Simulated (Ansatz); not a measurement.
Correlation energies of CH$_{2}$FNSi (`FC1=N[SiH2]1`) by basis set

```xyz
6

F    -1.417    1.008    1.507
C    -0.507    0.415    0.768
N     0.625   -0.021    1.109
Si    0.293   -0.287   -0.641
H     1.006    0.541   -1.634
H     0.000   -1.656   -1.110
```

The species carries charge 0 and has multiplicity 1. The structure was optimised at the PBE0-D4/def2-TZVP level. Frozen core, restricted reference, the Gaussian-basis code of Ansatz. CBS rows extrapolate triple and quadruple zeta; past MP2 they add the triple-zeta difference.

| basis | HF (Eh) | MP2 corr. |
| --- | --- | --- |
| def2-SVP | -481.53495 | -0.56286 |
| def2-TZVPP | -481.88036 | -0.70985 |
| def2-QZVPP | -481.89814 | -0.76598 |

(1) Estimate the CCSD correlation energy and the (T) correction in each basis where they were run (hartree).

Answers

(1) 
```tsv
basis	CCSD corr.	(T)
def2-SVP	-0.58564	-0.02014
def2-TZVPP	-0.72592	-0.03205
CBS(def2)	-0.82364	as TZ
```
